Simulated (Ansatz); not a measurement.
Geometry optimisation, RKS r2SCAN-D4/STO-3G in Ansatz 0.2.0.

Input file:

```yaml
crystal:
  periodic: [false, false, false]
  atoms:
    - { symbol: C, position_ang: [-1.9622, -0.1233, 0.151] }
    - { symbol: Si, position_ang: [-0.3212, -0.3302, 0.7693] }
    - { symbol: Si, position_ang: [0.54762, 1.57118, 1.60775] }
    - { symbol: O, position_ang: [-0.10258, 1.30457, 3.14971] }
    - { symbol: Si, position_ang: [-0.1444, -0.35333, 3.03102] }
    - { symbol: H, position_ang: [-2.567, -1.0051, 0.1058] }
    - { symbol: H, position_ang: [-2.0009, 0.3413, -0.8691] }
    - { symbol: H, position_ang: [-2.5391, 0.6235, 0.7717] }
    - { symbol: H, position_ang: [0.58431, -1.28076, -0.01198] }
    - { symbol: H, position_ang: [2.07135, 1.53211, 1.7403] }
    - { symbol: H, position_ang: [0.06099, 2.78252, 0.97687] }
    - { symbol: H, position_ang: [1.15537, -0.9402, 3.55841] }
    - { symbol: H, position_ang: [-1.39153, -0.94432, 3.70464] }
basis:
  gaussian: { orbitals: STO-3G }
hamiltonian:
  xc: r2scan
  dispersion: d4
relax:
  f_tol: 0.015
  max_steps: 40
```

Run as:

```bash
$ ansatz run input.yaml --threads 1 --pin off --max-ram 2048MiB --backend cpu --events-out ev --progress --plain --runs-dir out
```

Where does it end, and by what steps?

The forces met the threshold. The force dipped under the threshold on the way, but the program's further checks kept it going. Limits of this set-up: minimal basis. After 14 steps the energy has fallen by 1.093 eV; O4 moved furthest, 0.82 Å.

| step | energy less start (eV) | largest force component (eV/Å) | accepted |
| --- | --- | --- | --- |
| 0 | 0.0000 | 4.603 | yes |
| 1 | -0.8774 | 1.532 | yes |
| 2 | -1.0004 | 0.379 | yes |
| 3 | -1.0328 | 0.409 | yes |
| 4 | -1.0516 | 0.227 | yes |
| 5 | -1.0704 | 0.218 | yes |
| 6 | -1.0852 | 0.079 | yes |
| 7 | -1.0907 | 0.027 | yes |
| 8 | -1.0824 | 0.259 | no |
| 9 | -1.0845 | 0.117 | no |
| 10 | -1.0915 | 0.015 | yes |
| 11 | -1.0924 | 0.058 | yes |
| 12 | -1.0927 | 0.035 | yes |
| 13 | -1.0930 | 0.008 | yes |
| 14 | -1.0930 | 0.003 | yes |

```xyz
13
Properties=species:S:1:pos:R:3
C -2.006 -0.184 0.031
Si -0.315 -0.254 0.854
Si 0.656 1.659 1.588
O 0.678 1.080 3.237
Si -0.171 -0.443 3.109
H -2.465 -1.179 -0.011
H -1.928 0.186 -0.999
H -2.692 0.477 0.572
H 0.547 -1.142 0.096
H 2.004 2.004 1.159
H -0.122 2.887 1.484
H 0.621 -1.511 3.701
H -1.417 -0.403 3.864
```

Whether the end is a true minimum wasn't checked by a vibrational analysis.

The run took 2.6 min on 1 thread of Intel(R) Xeon(R) Processor @ 2.50GHz (Skylake/Cascade Lake) (shared host), peak memory 0.17 GiB.
